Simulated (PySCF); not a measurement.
W(F)5(OH) (F₅HOW), SMILES [OH][W]([F])([F])([F])([F])[F], multiplicity 1.

Coordinates come from a B3LYP-D3(BJ)/def2-SVP optimisation. The spin state was assumed, not searched. The isomer is the one that the SMILES or the coordinates give; other isomers of the formula were not compared. The def2 effective core potentials stand for the cores of W; spin–orbit coupling is left out. Other conformers were not sampled.

Two levels are set side by side: PBE/def2-TZVP (PySCF) and M06-2X/def2-TZVP (PySCF). Same geometry, gas phase. Differences are taken from unrounded values.

```
quantity                       PBE
---------------------------  -----
orbital gap (eV)              4.89
highest occupied level (eV)  -9.52
lowest empty level (eV)      -4.62
dipole moment (D)             3.85
mean polarisability (bohr³)   50.5
```

Task: These are the PBE values. What does M06-2X give? (Estimate from the structure and the level; the computed values follow.)

Result: 
```tsv
quantity	M06-2X	PBE minus M06-2X
orbital gap (eV)	10.14	-5.25
highest occupied level (eV)	-13.44	3.92
lowest empty level (eV)	-3.29	-1.33
dipole moment (D)	4.12	-0.27
mean polarisability (bohr³)	45.9	4.6
```

PBE's occupied levels lie high since its potential decays too fast outside the molecule; exact exchange lowers them and widens the gap. Loosely held outer electrons make PBE densities more polarisable. Differences between two approximate levels are no errors against the true value.

Rough cost on one machine, each run with all the roots and properties that it gave: M06-2X against PBE about 3 times.
